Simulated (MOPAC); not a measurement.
A run for MOPAC: AM1 on FGeH3Si (SMILES [F][Ge][SiH3]), a point of a torsion scan.

```
AM1 1SCF PRECISE CHARGE=0 THREADS=1
FGeH3Si

F      2.48058477 1     0.58725550 1    -0.21102397 1
Ge     1.64802609 1    -0.96146305 1     0.29951336 1
Si    -0.61436405 1    -0.03645100 1     0.02475568 1
H     -0.82158916 1     0.82831327 1    -1.14445916 1
H     -1.04887022 1     0.75446361 1     1.19011990 1
H     -1.62640285 1    -1.10344235 1    -0.09687640 1
```

It printed:

```
*******************************************************************************
 **                                                                           **
 **                              MOPAC v23.2.5                                **
 **                                                                           **
 *******************************************************************************
 ** MOPAC's Digital Object Identifier: https://doi.org/10.5281/zenodo.6511958 **
 **                                                                           **
 ** Please cite the open-source release paper for use of this MOPAC version:  **
 ** J. E. Moussa and J. J. P. Stewart (2026)                                  **
 ** MOPAC: An open-source semiempirical molecular orbital program             **
 ** J. Open Source Softw., 11(119), 8025, https://doi.org/10.21105/joss.08025 **
 *******************************************************************************

                              AM1 CALCULATION RESULTS

 *******************************************************************************
 *  AM1        - The AM1 Hamiltonian to be used
 *
 *
 *
 *                 CHARGE ON SYSTEM = 0
 *
 *
 *
 *  PRECISE    - TIGHTER CRITERIA TO BE USED
 *  1SCF       - DO 1 SCF AND THEN STOP
 *  THREADS=1  - MULTI-THREADING NOT USED
 *  T=         - A TIME OF 172800.0 SECONDS REQUESTED
 *  DUMP=N     - RESTART FILE WRITTEN EVERY 7200.0 SECONDS REQUESTED
 *******************************************************************************
AM1 1SCF PRECISE CHARGE=0 THREADS=1
 FGeH3Si

   ATOM   CHEMICAL          X               Y               Z
  NUMBER   SYMBOL      (ANGSTROMS)     (ANGSTROMS)     (ANGSTROMS)

     1       F          2.48058477  *   0.58725550  *  -0.21102397  *
     2      Ge          1.64802609  *  -0.96146305  *   0.29951336  *
     3      Si         -0.61436405  *  -0.03645100  *   0.02475568  *
     4       H         -0.82158916  *   0.82831327  *  -1.14445916  *
     5       H         -1.04887022  *   0.75446361  *   1.19011990  *
     6       H         -1.62640285  *  -1.10344235  *  -0.09687640  *



          CARTESIAN COORDINATES

    NO.       ATOM           X           Y           Z

     1         F          2.4806      0.5873     -0.2110
     2        Ge          1.6480     -0.9615      0.2995
     3        Si         -0.6144     -0.0365      0.0248
     4         H         -0.8216      0.8283     -1.1445
     5         H         -1.0489      0.7545      1.1901
     6         H         -1.6264     -1.1034     -0.0969

  H: (AM1): M.J.S. DEWAR ET AL, J. AM. CHEM. SOC. 107 3902-3909 (1985)
  F: (AM1): M.J.S. DEWAR AND E. G. ZOEBISCH, THEOCHEM, 180, 1 (1988).
 Si: (AM1): M.J.S.DEWAR, C. JIE, ORGANOMETALLICS, 6, 1486-1490 (1987).
 Ge: (AM1): M.J.S.Dewar and C.Jie, Organometallics, 8, 1544, (1989)

           Empirical Formula: H3 F Ge Si  =     6 atoms



      MOLECULAR POINT GROUP   :   C1


      RHF CALCULATION, NO. OF DOUBLY OCCUPIED LEVELS = 9


 -------------------------------------------------------------------------------
 AM1 1SCF PRECISE CHARGE=0 THREADS=1
 FGeH3Si



     1SCF WAS SPECIFIED, SO BFGS WAS NOT USED
     SCF FIELD WAS ACHIEVED


                              AM1 CALCULATION
                                                       MOPAC v23.2.5 Linux




          FINAL HEAT OF FORMATION =         -3.75771 KCAL/MOL =     -15.72226 KJ/MOL


          COSMO AREA              =        122.79 SQUARE ANGSTROMS
          COSMO VOLUME            =        116.13 CUBIC ANGSTROMS

          IONIZATION POTENTIAL    =          8.512408 EV
          HOMO LUMO ENERGIES (EV) =         -8.512 -2.046
          NO. OF FILLED LEVELS    =          9
          MOLECULAR WEIGHT        =        122.6976         POINT GROUP:  C1

          MOLECULAR DIMENSIONS (Angstroms)

            Atom       Atom       Distance
            H     6    F     1     4.44284
           Ge     2    H     4     2.98981
           Ge     2    H     5     2.02947


          SCF CALCULATIONS        =          1





   ATOM   CHEMICAL          X               Y               Z
  NUMBER   SYMBOL      (ANGSTROMS)     (ANGSTROMS)     (ANGSTROMS)

     1       F          2.48058477  *   0.58725550  *  -0.21102397  *
     2      Ge          1.64802609  *  -0.96146305  *   0.29951336  *
     3      Si         -0.61436405  *  -0.03645100  *   0.02475568  *
     4       H         -0.82158916  *   0.82831327  *  -1.14445916  *
     5       H         -1.04887022  *   0.75446361  *   1.19011990  *
     6       H         -1.62640285  *  -1.10344235  *  -0.09687640  *

                             CARTESIAN COORDINATES

   1    F        2.480584770     0.587255500    -0.211023970
   2   Ge        1.648026090    -0.961463050     0.299513360
   3   Si       -0.614364050    -0.036451000     0.024755680
   4    H       -0.821589160     0.828313270    -1.144459160
   5    H       -1.048870220     0.754463610     1.190119900
   6    H       -1.626402850    -1.103442350    -0.096876400


           Empirical Formula: H3 F Ge Si  =     6 atoms



      MOLECULAR POINT GROUP   :   C1


                  EIGENVALUES
 -45.81394 -15.97083 -14.83082 -14.13762 -13.85721 -12.43875 -12.35999 -11.28316
  -8.51241  -2.04629  -1.20585   1.19712   1.27540   1.42658   2.27667


              NET ATOMIC CHARGES AND DIPOLE CONTRIBUTIONS

  ATOM NO.   TYPE          CHARGE      No. of ELECS.   s-Pop       p-Pop
    1          F          -0.435749        7.4357     1.93220     5.50355
    2         Ge           0.703991        3.2960     1.45638     1.83963
    3         Si          -0.011381        4.0114     0.96148     3.04990
    4          H          -0.082401        1.0824     1.08240
    5          H          -0.085296        1.0853     1.08530
    6          H          -0.089165        1.0892     1.08916
 DIPOLE           X         Y         Z       TOTAL
 POINT-CHG.     1.866    -4.643     1.460     5.212
 HYBRID        -2.501     3.942    -1.221     4.825
 SUM           -0.635    -0.701     0.239     0.975


          ATOMIC ORBITAL ELECTRON POPULATIONS

     Atom    s        px        py        pz
    1  F   1.93220   1.92367   1.70212   1.87776
    2 Ge   1.45638   0.77291   0.88158   0.18514
    3 Si   0.96148   1.13915   0.96536   0.94540
    4  H   1.08240
    5  H   1.08530
    6  H   1.08916

 **********************
 *                    *
 * JOB ENDED NORMALLY *
 *                    *
 **********************




 == MOPAC DONE ==
```

The run finished.

Cost: very roughly 0.020 core-seconds.
